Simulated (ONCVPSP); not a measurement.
**strontium, ONCV: configuration errors across variants**

* Element: Sr
* Generator: ONCVPSP 4.0.1
* Type: optimised norm-conserving Vanderbilt (ONCV)
* Functional: PBEsol
* Relativity: scalar-relativistic
* Frozen core: [Kr]
* Valence charge: 2
* Reference configuration: 5s2
* Partial waves: 5s: rc 3.70 bohr, ncon 4, nbas 8, qcut 2.2 1/bohr, 1 projector; p scattering state at 0.31 Ha: rc 3.80 bohr, ncon 4, nbas 8, qcut 2.4 1/bohr, 2 projectors, debl 1.3 Ha; d scattering state at 0.23 Ha: rc 3.25 bohr, ncon 3, nbas 7, qcut 3.5 1/bohr, 2 projectors, debl 1.7 Ha; f scattering state at 0.27 Ha: rc 2.95 bohr, ncon 4, nbas 7, qcut 4 1/bohr, 2 projectors, debl 0.4 Ha
* Local potential: polynomial inside 2.75 bohr (lpopt 5, dvloc0 4 Ha)
* Core correction: Teter function, fcfact 4, rcfact 1.45

In the p channel the program set the typed energies aside and used 0.050, 1.350 Ha. In the d channel the program set the typed energies aside and used -0.047, 1.653 Ha.

All-electron excitation energies from the reference (eV): (1) 5s1 5.896; (2) 5s1.5 2.346; (3) 5s1 5p1 2.314; (4) 4d0.5 5s1.5 1.149.

5 further variants failed, have other tests or too few solved ones, and are left out.

A true bound ghost makes a file unfit for plane-wave use even where its test errors are small: the radial tests pick states by their node count and pass the ghost by.

Errors AE − PS in meV (a dash: test not solved or not reliable):

```tsv
change	(1)	(2)	(3)	(4)	bound ghosts	GHOST(+) flags above zero
base	-39	-6.1	-14	+4.7	none	s, p
s: qcut 1.4; p: qcut 1.5; d: qcut 2.2; f: qcut 2.6	-43	-6.8	-18	+16	s, p	none
s: qcut 1.6; p: qcut 1.7; d: qcut 2.5; f: qcut 2.8	-41	-6.5	-16	+13	s, p	s
s: qcut 1.8; p: qcut 1.9; d: qcut 2.8; f: qcut 3.2	-40	-6.3	-15	+9.4	p	s
```

Give the same row for: s: qcut 2; p: qcut 2.2; d: qcut 3.1; f: qcut 3.6.

-39, -6.2, -14, +7.0; bound ghosts: none; GHOST(+) flags above zero: s, p.
